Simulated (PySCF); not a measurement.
PySCF job for BrH2MoNO2, SMILES [NH2][Mo](=[O])(=[O])[Br], multiplicity 1, TDA-CAM-B3LYP/def2-SVPD. Geometry: B3LYP-D3(BJ)/def2-SVP. The multiplicity is an assumed one; no other spin state was optimised. The structure was generated by enumeration; whether it is a known compound was not checked. The def2 effective core potentials stand for the cores of Mo; spin–orbit coupling is left out. One conformer was computed; it need not be the lowest.

```python
import numpy as np
from pyscf import gto, scf, dft, tdscf

mol = gto.M(
    atom='''
    Mo    0.09708193    0.68245424    0.00000000
    O     0.90353286    1.18999966   -1.38939228
    O     0.90353284    1.18999966    1.38939229
    Br   -0.07487076   -1.75647177    0.00000000
    N    -1.66130778    1.46056674   -0.00000001
    H    -2.14216772    1.77473600   -0.84228178
    H    -2.14216773    1.77473600    0.84228175
    ''',
    basis='def2-SVPD',
    ecp={'Mo': 'def2-svp'},
    charge=0,
    spin=0,
    symmetry=True,
    max_memory=1600,
    verbose=4,
)
mf = dft.RKS(mol, xc='cam-b3lyp').density_fit(auxbasis='def2-universal-jkfit')
mf.grids.level = 3
mf.conv_tol = 1e-9
mf.max_cycle = 100
mf.kernel()
mf.grids = dft.Grids(mol).set(level=1).build(with_non0tab=True)  # coarser grid for the response kernel
td = tdscf.TDA(mf)
td.singlet = True
td.nstates = 10
td.conv_tol = 1e-4
td.positive_eig_threshold = 1e-6
td.kernel(x0=td.get_init_guess(mf, 15))
td.analyze()
tt = tdscf.TDA(mf)
tt.singlet = False
tt.nstates = 4
tt.conv_tol = 1e-4
tt.positive_eig_threshold = 1e-6
tt.kernel(x0=tt.get_init_guess(mf, 9))
tt.analyze(verbose=3)
```

It prints:

```
PySCF version 2.14.0

[INPUT] verbose = 4
[INPUT] num. atoms = 7
[INPUT] num. electrons = 74
[INPUT] charge = 0
[INPUT] spin (= nelec alpha-beta = 2S) = 0
[INPUT] symmetry True subgroup None
[INPUT] Mole.unit = angstrom
[INPUT] Symbol           X                Y                Z      unit          X                Y                Z       unit  Magmom
[INPUT]  1 Mo     0.097081930000   0.682454240000   0.000000000000 AA    0.183458259344   1.289651606148   0.000000000000 Bohr   0.0
[INPUT]  2 O      0.903532860000   1.189999660000  -1.389392280000 AA    1.707429649945   2.248773445726  -2.625570888785 Bohr   0.0
[INPUT]  3 O      0.903532840000   1.189999660000   1.389392290000 AA    1.707429612150   2.248773445726   2.625570907682 Bohr   0.0
[INPUT]  4 Br    -0.074870760000  -1.756471770000   0.000000000000 AA   -0.141485231138  -3.319250590830   0.000000000000 Bohr   0.0
[INPUT]  5 N     -1.661307780000   1.460566740000  -0.000000010000 AA   -3.139416712809   2.760071125249  -0.000000018897 Bohr   0.0
[INPUT]  6 H     -2.142167720000   1.774736000000  -0.842281780000 AA   -4.048110303684   3.353764983406  -1.591681883911 Bohr   0.0
[INPUT]  7 H     -2.142167730000   1.774736000000   0.842281750000 AA   -4.048110322581   3.353764983406   1.591681827219 Bohr   0.0

nuclear repulsion = 386.053990015091
point group symmetry = Cs
symmetry origin: [ 2.77900895e-09 -2.40847450e-09 -3.70534544e-10]
symmetry axis x: [ 1.00000000e+00 -6.38793453e-10  2.24597117e-09]
symmetry axis y: [-6.38793454e-10 -1.00000000e+00  4.33285104e-10]
symmetry axis z: [-2.24597117e-09  4.33285097e-10  1.00000000e+00]
num. orbitals of irrep A' = 96
num. orbitals of irrep A" = 61
number of shells = 61
number of NR pGTOs = 259
number of NR cGTOs = 157
basis = def2-SVPD
ecp = {'Mo': 'def2-svp'}


[settings echo left out]
init E= -2839.44699597134
HOMO (A') = -0.528698065829133  LUMO (A") = -0.359097226275358  gap/eV = 4.61507
cycle= 1 E= -2848.08545256454  delta_E= -8.64  |g|= 1.39  |ddm|= 4.26
HOMO (A") = -0.150420819753127  LUMO (A') = -0.0811658252100749  gap/eV = 1.88452
cycle= 2 E= -2844.72273326599  delta_E= 3.36  |g|= 4.38  |ddm|=  3.8
HOMO (A') = -0.319434586195982  LUMO (A') = -0.0210177086905668  gap/eV = 8.12034
cycle= 3 E= -2848.43861700733  delta_E= -3.72  |g|= 0.363  |ddm|=  3.1
HOMO (A') = -0.367387494196592  LUMO (A') = -0.0975313037557934  gap/eV = 7.34316
cycle= 4 E= -2848.46332098526  delta_E= -0.0247  |g|= 0.15  |ddm|= 0.63
HOMO (A') = -0.368280119625864  LUMO (A') = -0.0724994875771801  gap/eV = 8.04860
cycle= 5 E= -2848.46854240342  delta_E= -0.00522  |g|= 0.0431  |ddm|= 0.195
HOMO (A') = -0.36515718308348  LUMO (A') = -0.0709965545341857  gap/eV = 8.00452
cycle= 6 E= -2848.46896013378  delta_E= -0.000418  |g|= 0.0106  |ddm|= 0.0567
HOMO (A') = -0.364256925937998  LUMO (A') = -0.0718904208889518  gap/eV = 7.95570
cycle= 7 E= -2848.46898345929  delta_E= -2.33e-05  |g|= 0.00583  |ddm|= 0.0202
HOMO (A') = -0.364785969012102  LUMO (A') = -0.0715631534175296  gap/eV = 7.97900
cycle= 8 E= -2848.46899247783  delta_E= -9.02e-06  |g|= 0.00207  |ddm|= 0.00796
HOMO (A') = -0.364789935314176  LUMO (A') = -0.071718169663218  gap/eV = 7.97489
cycle= 9 E= -2848.46899423249  delta_E= -1.75e-06  |g|= 0.000379  |ddm|= 0.00424
HOMO (A') = -0.364797693335181  LUMO (A') = -0.0717107440693837  gap/eV = 7.97530
cycle= 10 E= -2848.46899439023  delta_E= -1.58e-07  |g|= 0.000129  |ddm|= 0.00135
HOMO (A') = -0.364789091259228  LUMO (A') = -0.0716991331505822  gap/eV = 7.97538
cycle= 11 E= -2848.46899440017  delta_E= -9.94e-09  |g|= 3.74e-05  |ddm|= 0.000309
HOMO (A') = -0.364790887328921  LUMO (A') = -0.0716981977137406  gap/eV = 7.97546
cycle= 12 E= -2848.46899440104  delta_E= -8.69e-10  |g|= 1.81e-05  |ddm|= 0.000101
HOMO (A') = -0.364790078635622  LUMO (A') = -0.0716971678208905  gap/eV = 7.97546
Extra cycle  E= -2848.46899440104  delta_E= -3.64e-12  |g|= 2.96e-05  |ddm|= 4.44e-05
converged SCF energy = -2848.46899440104
tot grids = 35928
Overwritten attributes  positive_eig_threshold  of <class 'pyscf.tdscf.rks.TDA'>


******** <class 'pyscf.tdscf.rks.TDA'> for <class 'pyscf.df.df_jk.DFSymAdaptedRKS'> ********
nstates = 10 singlet
deg_eia_thresh = 1.000e-03
wfnsym = None
conv_tol = 0.0001
eigh lindep = 1e-12
eigh level_shift = 0
eigh max_cycle = 100


Excitation energies (eV)
[4.60148542 4.60176925 4.73424772 4.89047559 5.03150919 5.18903502
 5.20478536 5.29081779 5.48298635 5.67210932]

** Singlet excitation energies and oscillator strengths **
Excited State   1:   A"      4.60149 eV    269.44 nm  f=0.0000
      34 -> 38        0.19541
      35 -> 39        0.18011
      36 -> 38       -0.49620
      37 -> 39        0.41706
Excited State   2:   A'      4.60177 eV    269.43 nm  f=0.0018
      34 -> 39       -0.56565
      36 -> 39        0.31923
      37 -> 38       -0.23028
Excited State   3:   A"      4.73425 eV    261.89 nm  f=0.0017
      35 -> 39       -0.27349
      36 -> 38       -0.47799
      37 -> 39       -0.42149
Excited State   4:   A'      4.89048 eV    253.52 nm  f=0.0759
      33 -> 38       -0.16489
      34 -> 39       -0.31735
      35 -> 38       -0.10690
      37 -> 38        0.57793
Excited State   5:   A"      5.03151 eV    246.42 nm  f=0.0035
      33 -> 39       -0.11816
      34 -> 38        0.63799
      35 -> 39       -0.16309
      36 -> 38        0.12747
      36 -> 40       -0.11206
Excited State   6:   A'      5.18904 eV    238.93 nm  f=0.0324
      31 -> 38       -0.10080
      33 -> 38       -0.17420
      34 -> 39        0.10529
      35 -> 38        0.42737
      35 -> 40       -0.11629
      36 -> 39        0.34376
      37 -> 40       -0.33560
Excited State   7:   A"      5.20479 eV    238.21 nm  f=0.0009
      31 -> 39        0.11710
      34 -> 38       -0.11246
      35 -> 39       -0.56520
      37 -> 39        0.35735
Excited State   8:   A'      5.29082 eV    234.34 nm  f=0.0113
      33 -> 38        0.11805
      34 -> 39       -0.20612
      36 -> 39       -0.41787
      37 -> 38       -0.12872
      37 -> 40       -0.47928
Excited State   9:   A"      5.48299 eV    226.13 nm  f=0.0003
      33 -> 39       -0.11546
      34 -> 40       -0.23996
      35 -> 39       -0.11657
      36 -> 40        0.62753
Excited State  10:   A'      5.67211 eV    218.59 nm  f=0.0408
      31 -> 38       -0.12257
      33 -> 40        0.23209
      34 -> 39       -0.10511
      35 -> 38        0.43697
      36 -> 39       -0.24139
      37 -> 40        0.36922

** Transition electric dipole moments (AU) **
state          X           Y           Z        Dip. S.      Osc.
  1         0.0000     -0.0000      0.0073      0.0001      0.0000
  2        -0.1106      0.0600     -0.0000      0.0158      0.0018
  3        -0.0000     -0.0000      0.1209      0.0146      0.0017
  4         0.3949     -0.6909      0.0000      0.6333      0.0759
  5        -0.0000      0.0000      0.1683      0.0283      0.0035
  6         0.2772     -0.4221      0.0000      0.2550      0.0324
  7        -0.0000     -0.0000     -0.0851      0.0072      0.0009
  8        -0.0610      0.2884     -0.0000      0.0869      0.0113
  9        -0.0000     -0.0000      0.0474      0.0022      0.0003
 10         0.5372      0.0694      0.0000      0.2934      0.0408

WARN: ECP detected. Skipping calculation of transition velocity and magnetic dipole moments, which have not yet been implemented.



******** <class 'pyscf.tdscf.rks.TDA'> for <class 'pyscf.df.df_jk.DFSymAdaptedRKS'> ********
nstates = 4 triplet
deg_eia_thresh = 1.000e-03
wfnsym = None
conv_tol = 0.0001
eigh lindep = 1e-12
eigh level_shift = 0
eigh max_cycle = 100


Excitation energies (eV)
[3.71019651 4.21082164 4.2464148  4.39452017]

** Triplet excitation energies and oscillator strengths **
Excited State   1:   A'      3.71020 eV    334.17 nm  f=0.0000
Excited State   2:   A'      4.21082 eV    294.44 nm  f=0.0000
Excited State   3:   A"      4.24641 eV    291.97 nm  f=0.0000
Excited State   4:   A"      4.39452 eV    282.13 nm  f=0.0000
```

The run converged.

Cost: very roughly 4 core-minutes.
